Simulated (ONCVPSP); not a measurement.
## What the settings do to the ONCV potential of technetium (Tc)

Base potential:

```
Element                 : technetium
Generator               : ONCVPSP 4.0.1
Type                    : optimised norm-conserving Vanderbilt (ONCV)
Functional              : PBE
Relativity              : fully relativistic
Frozen core             : [Ar] 3d10
Valence charge          : 15
Reference configuration : 4s2 4p6 4d5 5s1.75 5p0.25
Partial waves           : 4s+5s: rc 2.05 bohr, ncon 3, nbas 6, qcut 7.3 1/bohr, 2 projectors; 4p+5p: rc 2.10 bohr, ncon 4, nbas 9, qcut 6.1 1/bohr, 2 projectors; 4d: rc 1.50 bohr, ncon 4, nbas 8, qcut 6 1/bohr, 2 projectors, debl 1.2 Ha
Local potential         : polynomial inside 1.30 bohr (lpopt 5, dvloc0 0 Ha)
Core correction         : polynomial model core, fcfact 0.6
```

Open shells are filled in proportion to 2j + 1.

Cutoffs, loose and tight: the cutoffs (Ha) at which the residual kinetic energy of the hardest occupied pseudo-wave falls to 1 and 0.1 mHa per electron. They do not see the model core or the augmentation charge, which bear on the density cutoff. Test errors are all-electron minus pseudo excitation energies from the reference, over the configurations 4s2 4p6 4d5 5s2 5p0; 4s2 4p6 4d5 5s1 5p0; 4s2 4p6 4d5 5s0 5p0; 4s2 4p6 4d5 5s1.5 5p0. A dash means not determined; rows that change the core or the reference have their own tests.

```csv
change,outcome,"cutoff, loose","cutoff, tight",bound ghosts,GHOST(+) flags above zero,largest test error (meV)
base,generated,31 Ha,94 Ha,none,"s, d5/2, d3/2",-6.2
s: qcut 4.7; p: qcut 3.9; d: qcut 3.9,generated,97 Ha,111 Ha,none,"p3/2, d5/2, d3/2",-13
s: qcut 5.7; p: qcut 4.7; d: qcut 4.7,generated,92 Ha,107 Ha,none,d3/2,-9.6
s: qcut 6.2; p: qcut 5.2; d: qcut 5.1,generated,86 Ha,104 Ha,none,"d5/2, p1/2, d3/2",-8.0
s: qcut 10.3; p: qcut 8.6; d: qcut 8.5,generated,24 Ha,29 Ha,none,s,-4.4
```

(1) What comes out with this change to the base: s: qcut 8.2; p: qcut 6.9; d: qcut 6.8?

(2) What comes out with this change to the base: s: qcut 9.9; p: qcut 8.3; d: qcut 8.1?

(3) What comes out with this change to the base: s: qcut 8.8; p: qcut 7.4; d: qcut 7.3?

Answers

(1) outcome: generated; cutoff, loose: 21 Ha; cutoff, tight: 40 Ha; bound ghosts: none; GHOST(+) flags above zero: none; largest test error (meV): -5.0.

(2) outcome: generated; cutoff, loose: 23 Ha; cutoff, tight: 28 Ha; bound ghosts: none; GHOST(+) flags above zero: s; largest test error (meV): -4.4.

(3) outcome: generated; cutoff, loose: 22 Ha; cutoff, tight: 27 Ha; bound ghosts: none; GHOST(+) flags above zero: none; largest test error (meV): -4.8.
